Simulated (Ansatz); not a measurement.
C$_{4}$HfN$_{4}$O$_{4}$, SMILES `O=C=[N][Hf]([N]=C=O)([N]=C=O)[N]=C=O`, 13 atoms. Total charge 0; spin multiplicity 1. Correlated methods include outer-core shells of Hf, which these sets cover unevenly. Hf takes the def2 core potential. Hardware: A = 4 threads of an AMD EPYC 7R13 on a shared host and a share of an NVIDIA H100 80 GB; B = 4 threads of an AMD EPYC 7R13 on a shared host. Correlated methods freeze the cores.

(1) Give the basis size and wall time and peak host memory of each of these runs in Ansatz. RKS PBE0-D4/def2-TZVP relaxation (7 steps) [A]; RHF-MP2/def2-QZVPP energy [A]; RHF-CCSD(T)/def2-SVP energy [A]; RKS r2SCAN0-D4/def2-TZVPP energy [A]; RKS ωB97M-V/def2-QZVPP energy [A]; direct RPA on PBE orbitals/def2-TZVPP energy [A]; RHF-CCSD(T)/def2-TZVPP energy [A]; RKS ωB97M-V/def2-SVP energy [B]; RKS HSE06 (plane-wave form)-D4/def2-TZVPP energy [A]; RKS B3LYP-D4/def2-TZVPP energy and forces [A]; RKS PBE0-D4/def2-QZVPP energy [A]; RKS PBE0-D4/def2-TZVP frequencies [A]. (Best estimate.)

## Answers

(1) Ansatz gave: Other jobs shared the machine, so times are rough.

```
                                    level                       job  functions  wall time  peak host memory (GiB)
                   RKS PBE0-D4/def2-QZVPP                energy [A]        765      3.6 s                     1.3
RKS HSE06 (plane-wave form)-D4/def2-TZVPP                energy [A]        428      4.3 s                    0.98
    direct RPA on PBE orbitals/def2-TZVPP                energy [A]        428      4.7 s                     1.9
                RKS r2SCAN0-D4/def2-TZVPP                energy [A]        428      5.5 s                       1
                   RKS ωB97M-V/def2-QZVPP                energy [A]        765        6 s                     1.5
                     RHF-CCSD(T)/def2-SVP                energy [A]        200        7 s                    0.84
                       RHF-MP2/def2-QZVPP                energy [A]        765      7.5 s                     1.4
                  RKS B3LYP-D4/def2-TZVPP     energy and forces [A]        428        8 s                     1.1
                     RKS ωB97M-V/def2-SVP                energy [B]        200       15 s                     1.1
                    RKS PBE0-D4/def2-TZVP  relaxation (7 steps) [A]        412       25 s                     1.1
                   RHF-CCSD(T)/def2-TZVPP                energy [A]        428       47 s                    0.94
                    RKS PBE0-D4/def2-TZVP           frequencies [A]        412    2.3 min                     1.1
```

B3LYP here is the variant with VWN-RPA as its local correlation; programs differ in this.
